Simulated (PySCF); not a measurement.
# Electron correlation in Al (aluminium, neutral)

[Ne] 3s2 3p1, 2P determinant. Computed with PySCF 2.14 in aug-cc-pwCVQZ (10s9p7d5f3g, 134 functions), with no relativity, point nucleus. Frozen: [Ne]; 3 electrons correlated.

MP2 pair energies summed by pair of shells (mhartree):

```json
{"pair": "3s-3s", "energy": "-21.83", "share (%)": "56.6"}
{"pair": "3s-3p", "energy": "-16.76", "share (%)": "43.4"}
```

Total MP2 correlation energy: -38.60 mhartree.

Same-spin part -2.67 and opposite-spin part -35.92 mhartree; SCS-MP2 scales them by 1/3 and 6/5 to -44.00 mhartree.
